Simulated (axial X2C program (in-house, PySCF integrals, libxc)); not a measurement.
## Potential curves of NaW, without spin–orbit coupling

Computed with an in-house all-electron X2C program for linear molecules (integrals from PySCF). Spin-free means the one-electron spin-free X2C Hamiltonian. Basis: W dyall-cv3z [13s14p9d7f4g], Na dyall-cv3z [9s8p5d2f] (cores contracted in-house); Gaussian nuclei, density fitting, unrestricted open shells. Masses: W 183.951 u, Na 22.990 u.

State: M_S = 5/2, Λ = 0 (beyond evenly filled blocks: σα, π+α, π-α, δ+α, δ-α). Energies in eV from the lowest point of each curve. Fits are polynomials in 1 − R0/R over 0.85 to 1.23 times the lowest point R0.

| R (Å) | PBE0 | BP86 | PBE |
| --- | --- | --- | --- |
| 2.5595 | 0.2396 | 0.2360 | 0.2387 |
| 2.6772 | 0.1005 | 0.0964 | 0.0983 |
| 2.7655 | 0.0406 | 0.0374 | 0.0386 |
| 2.8537 | 0.0095 | 0.0078 | 0.0084 |
| 2.9420 | 0.0000 | 0.0000 | 0.0000 |
| 3.0450 | 0.0126 | 0.0157 | 0.0150 |
| 3.1479 | 0.0417 | 0.0480 | 0.0466 |
| 3.2803 | 0.0973 | 0.1088 | 0.1067 |
| 3.4421 | 0.1806 | 0.2003 | 0.1973 |
| 3.6775 | 0.3125 | 0.3483 | 0.3442 |
| 4.0011 | 0.4819 | 0.5460 | 0.5409 |
| 4.4130 | 0.6510 | 0.7531 | 0.7471 |

Occupations by symmetry block were frozen at the best pattern of an incomplete PBE0 search. The determinant is spin-polarised beyond a pure state at some levels (its spin-free form has ⟨S²⟩ too high), which makes Re and μ there less reliable.

(1) Fit the PBE0 curve near its minimum: give the equilibrium distance and the harmonic wavenumber.

(2) What are Re and ωe at the BP86 level?

(3) What are Re and ωe at the PBE level?

Answers

(1) At PBE0, spin-free: Re = 2.938 Å, ωe ≈ 175 cm⁻¹; Be follows as 0.0956 cm⁻¹.

(2) At BP86, spin-free: Re = 2.928 Å, ωe ≈ 180 cm⁻¹; Be follows as 0.0962 cm⁻¹.

(3) At PBE, spin-free: Re = 2.931 Å, ωe ≈ 179 cm⁻¹; Be follows as 0.096 cm⁻¹.
